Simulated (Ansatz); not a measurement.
Job for Ansatz (a quantum-chemistry and plane-wave program): U-B2PLYP/def2-TZVPP on C2HN (SMILES [CH]C#N), 2S+1 = 3, a spin state set in the input, which need not be the lowest.

Ansatz 0.2 input:
```yaml
crystal:
  periodic: [false, false, false]
  atoms:
    - {symbol: C, position_ang: [-1.17130806, -0.05933496, 0.30241684]}
    - {symbol: C, position_ang: [0.08254606, 0.00697996, -0.01513771]}
    - {symbol: N, position_ang: [1.22504321, 0.03525456, -0.37542930]}
    - {symbol: H, position_ang: [-2.04273048, 0.06734810, 0.90433031]}
basis:
  gaussian:
    orbitals: def2-TZVPP
hamiltonian:
  xc: {name: B2PLYP}
magnetization: {spin_polarized: true, initial_magnetization: 2}
correlation: {electrons: outside_noble_gas}
```

Problem. Give the final energy of this run.

Solution. -131.3609 hartree. Its determinant has ⟨S²⟩ = 2.14, a mixture of spin states.
